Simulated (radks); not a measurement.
Excited configurations of Li: one electron is placed in a higher orbital outside [He]. The ground configuration is [He] 2s1. Method: non-relativistic Kohn-Sham, PBE, spin-polarised, spherical densities, point nucleus; open shells are filled with parallel spins first; computed with a radial shooting solver on a logarithmic mesh with Libxc functionals. Excitation = E - E(ground); binding = E(ion) - E, where the ion is the core of charge +1; n* = 1/sqrt(2 binding) in atomic units, and the quantum defect is n - n*.

outer orbital  excitation (eV)  binding (eV)     n*  eigenvalue (eV)  <r> (bohr)
2p                       1.866         3.725  1.911           -1.775       4.681
3d                       3.961         1.629  2.890           -0.801       10.06
4s                       4.310         1.280  3.260           -0.829       17.36
4p                       4.489         1.101  3.515           -0.699       19.42
5s                       4.776         0.814  4.088           -0.549       28.02
5d                       4.910         0.680  4.473           -0.443       30.95

The Delta-SCF ionisation energy is 5.590 eV (NIST Atomic Spectra Database: 5.392 eV, measured). Self-interaction in the functional shifts the binding energies and quantum defects, so they are the method's values and not measured ones.
